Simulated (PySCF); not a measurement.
Isomers of C4H7F3Se. Theory: PBE0-D3(BJ)/def2-SVP geometry optimisation, gas phase in PySCF 2.14.0. One conformer each; no zero-point energy, no entropy. No frequencies were run at this level. Point groups hold within 0.08 Å.

Question: Order them by energy at this level, lowest first, and give relative energies in kcal/mol.
A. `[CH3:1][CH2:2][Se:3][CH2:4][C:5]([F:6])([F:7])[F:8]` with C1–C2–Se3–C4 -176°, C2–Se3–C4–C5 -81°
B. `[CH3:1][Se:2][CH2:3][CH2:4][C:5]([F:6])([F:7])[F:8]` with C1–Se2–C3–C4 -71°, Se2–C3–C4–C5 -178°

Answer: B (0.0), A (1.5).

Neighbours under 2.5 kcal/mol apart (C[Se]CCC(F)(F)F and CC[Se]CC(F)(F)F) can change places with a better method, another conformer or zero-point energy.

```json
{"SMILES": "C[Se]CCC(F)(F)F", "E (Eh)": "-2856.36171", "E rel (kcal/mol)": "0.0", "dipole (D)": "1.83", "point group": "C1", "A, B, C (MHz)": "3259, 529.1, 504.7"}
{"SMILES": "CC[Se]CC(F)(F)F", "E (Eh)": "-2856.35939", "E rel (kcal/mol)": "1.5", "dipole (D)": "2.18", "point group": "C1", "A, B, C (MHz)": "2712, 776.5, 691.3"}
```

Question: As an exercise, what shares would exp(−E/RT) give at 2000 K from these electronic energies alone (no entropy, no degeneracies)?

Answer: RT = 3.974 kcal/mol: C[Se]CCC(F)(F)F 59.1 %, CC[Se]CC(F)(F)F 40.9 %.
